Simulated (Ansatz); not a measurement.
Consider the substitution at a C–C bond: `CC#CBO` + `C[O][Ga]([OH])[OH]` → `C[O][Ga]([OH])[O]C` + `C#CBO`.

Computed with Ansatz on PBE0-D4/def2-TZVP structures; ΔE is electronic, products minus reactants. CBS: MP2 limit from def2 TZ/QZ plus the TZ coupled-cluster correction, frozen cores. Functionals use def2-TZVPP. B3LYP here is the variant with VWN-RPA as its local correlation; programs differ in this. For Ga outer-core shells are correlated without core-valence functions, which leaves a few kJ/mol of doubt a bond. Scalar relativity is left out up to krypton. Each species was taken in one conformer, which may not be the lowest.

`CC#CBO`:

Cartesian coordinates in Å:
```
C 1.083 1.903 -0.550
C 0.361 0.711 -0.162
C -0.237 -0.290 0.157
B -1.029 -1.501 0.610
O -0.797 -2.702 0.026
H 1.685 2.274 0.284
H 0.389 2.698 -0.837
H 1.750 1.708 -1.393
H -1.855 -1.403 1.477
H -1.350 -3.398 0.386
```

`C[O][Ga]([OH])[OH]`:

```xyz
10

C    -0.187    1.492   -0.997
O    -0.743    0.237   -0.669
Ga    0.007   -0.856    0.500
O     1.515   -0.369    1.299
O    -0.742   -2.422    0.869
H     0.023    1.530   -2.071
H    -0.907    2.284   -0.763
H     0.743    1.707   -0.460
H     1.844   -1.027    1.915
H    -1.553   -2.576    0.378
```

`C[O][Ga]([OH])[O]C`:

Cartesian coordinates in Å:
```
C -0.506 2.240 -0.816
O 0.181 1.081 -0.400
Ga -0.657 -0.377 0.145
O -2.431 -0.411 0.179
O 0.286 -1.785 0.647
C 1.697 -1.788 0.637
H -0.221 3.084 -0.179
H -1.596 2.136 -0.776
H -0.225 2.482 -1.847
H -2.785 -1.247 0.490
H 2.056 -2.612 0.011
H 2.072 -1.945 1.654
H 2.128 -0.856 0.255
```

`C#CBO`:

Cartesian coordinates in Å:
```
C -0.187 -1.250 -1.307
C -0.120 -0.296 -0.572
B -0.039 0.921 0.351
O 0.351 0.802 1.639
H -0.248 -2.089 -1.961
H -0.318 2.015 -0.037
H 0.561 -0.103 1.887
```

```csv
level,ΔE (kcal/mol),difference from CCSD(T)/CBS
PBE-D4,21.8,1.5
r2SCAN-D4,21.7,1.4
PBE0-D4,22.1,1.8
B3LYP-D4,20.1,-0.2
ωB97X-V,20.0,-0.3
ωB97M-V,20.5,0.2
B2PLYP,20.7,0.4
PBE,22.2,1.9
r2SCAN,21.8,1.5
PBE0,22.4,2.1
B3LYP,20.8,0.5
HF/def2-TZVPP,19.1,-1.2
MP2/def2-TZVPP,21.8,1.5
SCS-MP2/def2-TZVPP,20.3,0.0
CCSD/def2-TZVPP,19.8,-0.5
CCSD(T)/def2-TZVPP,19.8,-0.5
HF/def2-QZVPP,19.1,-1.2
MP2/def2-QZVPP,22.0,1.7
SCS-MP2/def2-QZVPP,20.6,0.3
HF/CBS(def2),19.1,-1.2
MP2/CBS(def2),22.3,2.0
CCSD/CBS(def2),20.3,0.0
CCSD(T)/CBS,20.3,0
```

Largest T1 diagnostic among the species: 0.015.
